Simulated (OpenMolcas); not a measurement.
**Fe⁺: CASPT2 settings compared**

| Quantity | Value |
| --- | --- |
| Program | OpenMolcas 26.06 |
| Basis | ANO-R2 [6s5p4d2f1g] |
| Scalar Hamiltonian | X2C, finite nucleus |
| Active space | 7 electrons in 6 orbitals (3d 4s) |
| State averaging | 2S+1 = 6 even, 5 roots; 2S+1 = 4 even, 35 roots kept (CI in the orbitals of an earlier block); 2S+1 = 2 even, 11 roots kept (CI in the orbitals of an earlier block, 0 in the spin-orbit step) |
| Spin-orbit coupling | RASSI with atomic mean-field integrals over the reference wave functions, term energies averaged over their components |

Methods on the same reference wave functions:
A. CASSCF
B. SS-CASPT2, IPEA 0 Eh, imaginary shift 0.1 Eh (closed shells correlated: 3s 3p)
C. SS-CASPT2, IPEA 0.1 Eh, imaginary shift 0.2 Eh (closed shells correlated: 2s 2p 3s 3p)
D. SS-CASPT2, IPEA 0 Eh, imaginary shift 0.4 Eh (closed shells correlated: 3s 3p)

Energies in eV above 3d6 4s 6D 9/2, the measured ground level; measured values from NIST Handbook of Basic Atomic Spectroscopic Data.

```tsv
Level	A	B	C	D	Measured
3d6 4s 6D 9/2	0.0000	0.0000	0.0000	0.0000	0.0000
3d6 4s 6D 7/2	0.0478	0.0481	0.0481	0.0481	0.0477
3d6 4s 6D 5/2	0.0835	0.0836	0.0835	0.0836	0.0828
3d6 4s 6D 3/2	0.1081	0.1079	0.1079	0.1079	0.1070
3d6 4s 6D 1/2	0.1226	0.1222	0.1222	0.1222	0.1211
3d6 4s 4D 7/2	1.2882	0.888	0.912	0.908	
3d6 4s 4D 5/2	1.3417	0.941	0.966	0.962	
3d6 4s 4D 3/2	1.3806	0.980	1.005	1.001	
3d6 4s 4D 1/2	1.4042	1.004	1.028	1.024
```

Deviations, from unrounded energies. A percentage is the sum of absolute deviations over the sum of measured energies, with the sign that they share, or ± where signs differ.

```tsv
Against measurement	Levels	A	B	C	D
mean absolute deviation (cm-1)	4	7	6.4	6.4	6.4
fine structure of the ground term (%)	4	+1.0	+0.9	+0.9	+0.9
```

A, B, C, D lie about equally close to measurement. The largest miss of C in the table is 3d6 4s 6D 1/2, by +8 cm-1. The ranking rests on the paired levels alone, and a cruder setting can come out closer through cancelling errors.

Among B to D the level of the table that moves most is 3d6 4s 4D 5/2, by 200 cm-1 (lowest in B, highest in C). Moves below CASPT2's spread within the term are not significant.

The two smallest mean deviations differ by little beside CASPT2's spread within terms, so their order carries little weight.

The lowest spin-free term lies below A's lowest term by 0.569 hartree in B, 0.660 hartree in C, 0.569 hartree in D.

CASPT2 breaks the degeneracy within a term, and the mean is taken; among the terms shown or strongly mixed into the levels shown the widest spread is 18 cm-1 (3d6 4s 4D, C). Some high roots are left out of the spin-orbit mixing, which shifts the levels that they would mix with. Terms from blocks run as CI alone lack orbitals of their own. No level of 3d5 4s2, 3d7 was computed, though it lies in the active space. Without dynamic correlation excited terms often stand tens of per cent too high (terms of higher spin than the ground term too low), and those without a measured partner can miss by more than the paired ones (holds for A). Measured partners are found by configuration, term and J. A level has none where our copy of the source lacks it or the pairing is in doubt (some pairs that miss far off the trend of their configuration count as doubtful), and it then counts in no deviation. Levels of configurations outside the active space are missing. The table leaves out levels that lie high or whose names do not pair safely across all columns.
